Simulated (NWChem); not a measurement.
Molecule: C₃H₇Si, doublet; SMILES [SiH2]1[CH]CC1

```xyz
11

C      1.2055     0.3616     0.0000
C      0.0894     1.3734     0.0000
C     -1.1584     0.4368     0.0000
Si     0.0190    -1.0642     0.0000
H      2.2734     0.5961     0.0000
H      0.1219     2.0465    -0.8800
H      0.1219     2.0465     0.8800
H     -1.7963     0.5472     0.8892
H     -1.7963     0.5472    -0.8892
H     -0.0048    -1.9581     1.2045
H     -0.0048    -1.9581    -1.2045
```
Atoms are numbered in this order, from 1.

All runs: NWChem. Spin-unrestricted. All runs use the structure optimised with PBE0/def2-SVP, spin-unrestricted. No stability test was run on the SCF state. Total energies compare along this basis series because the functional is fixed.

| level | basis functions | energy (Ha) | highest occupied level (eV) | lowest empty minus highest occupied level, either spin (eV) | dipole (D) |
|---|---|---|---|---|---|
| PBE/3-21G | 54 | -405.4311 | ? | ? | 0.76 |
| PBE/pcseg-1 | 95 | -407.5849 | -4.87 | 1.78 | 0.75 |
| PBE/aug-pcseg-1 | 159 | -407.5917 | -4.90 | 1.76 | 0.79 |
| PBE/pcseg-2 | 222 | -407.6810 | -4.91 | 1.77 | 0.80 |
| PBE/def2-TZVPP | 233 | -407.6733 | -4.90 | 1.78 | 0.83 |

Q: Fill in the missing entries.

A: 
- PBE/3-21G, highest occupied level (eV): -4.49
- PBE/3-21G, lowest empty minus highest occupied level, either spin (eV): 1.86
